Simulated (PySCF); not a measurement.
# Radial density of As⁻ (arsenic, charge -1)

UHF, [Ar] 3d10 4s2 4p4, high-spin 3P determinant. All numbers are calculated (PySCF 2.14, a scalar-relativistic core potential, in aug-cc-pVQZ-PP with one added diffuse shell each of s, p, d, f, g type with ECP10MDF (8s7p6d4f3g, 114 functions)). This is the valence pseudo-density: the core potential removes the inner electrons and smooths the orbitals near the nucleus.

| r (bohr) | 4πr²ρ (e/bohr) | 4πr²(ρα − ρβ) |
| --- | --- | --- |
| 0.000936 | 2.905e-05 | 0.0000 |
| 0.00157 | 8.074e-05 | 0.0000 |
| 0.00265 | 0.0002187 | 0.0000 |
| 0.00446 | 0.0005683 | 0.0000 |
| 0.00749 | 0.001408 | 0.0000 |
| 0.0126 | 0.003196 | 0.0000 |
| 0.0212 | 0.006497 | 0.0000 |
| 0.0357 | 0.01309 | 0.0000 |
| 0.0600 | 0.05195 | -0.0001 |
| 0.101 | 0.4393 | -0.0008 |
| 0.170 | 3.123 | -0.0028 |
| 0.285 | 14.31 | 0.0289 |
| 0.480 | 30.71 | 0.0904 |
| 0.808 | 15.91 | -0.0074 |
| 1.36 | 3.751 | 0.5194 |
| 2.28 | 2.373 | 0.8785 |
| 3.84 | 0.7186 | 0.2865 |
| 6.46 | 0.08628 | 0.0050 |
| 10.9 | 0.005862 | -0.0039 |
| 18.3 | 0.0001645 | -0.0002 |

Energies and moments cover only the electrons outside the core potential.

(1) Where is the radial spin density 4πr²(ρα − ρβ) most negative, and why is it negative at all?

## Answers

(1) Around r = 0.808 bohr, down to -0.0074 e/bohr: exchange with the open shell polarises the paired shells in an unrestricted calculation.
